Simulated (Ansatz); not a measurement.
Total energies of GaH2(CCH) (C2H3Ga) from Ansatz at CCSD(T)/def2-TZVPP, gas phase (1 Eh = 27.2114 eV = 2625.5 kJ/mol). The reference geometry is relaxed at PBE-D4/def2-TZVP.

```json
{"state": "charge 0 singlet", "geometry": "reference", "energy (Eh)": "-2001.25569"}
{"state": "charge 1 doublet", "geometry": "reference", "energy (Eh)": "-2000.87126"}
{"state": "free Ga atom (doublet)", "geometry": "–", "energy (Eh)": "-1923.41187"}
{"state": "free H atom (doublet)", "geometry": "–", "energy (Eh)": "-0.49981"}
{"state": "free C atom (triplet)", "geometry": "–", "energy (Eh)": "-37.78103"}
```

Correlated methods freeze 11 core orbitals; core or outer-core shells of Ga are correlated, in sets that lack core-valence functions. In CCSD on the charge 1 doublet the largest single amplitude is 0.23, so its Hartree–Fock determinant may place the open shell otherwise than the density functionals do.

Q: Work out the vertical ionisation energy to the doublet.

A: E(charge 1 doublet) − E(charge 0 singlet) = -2000.87126 − (-2001.25569) = 0.38443 Eh = 10.46 eV.

Q: What is the binding energy per atom against free atoms?

A: Atoms: 1 × (-1923.41187) + 3 × (-0.49981) + 2 × (-37.78103) = -2000.47336 Eh. Binding: -2000.47336 − (-2001.25569) = 0.78233 Eh = 21.29 eV, or 3.55 eV for each of 6 atoms (no zero-point energy, no counterpoise term).
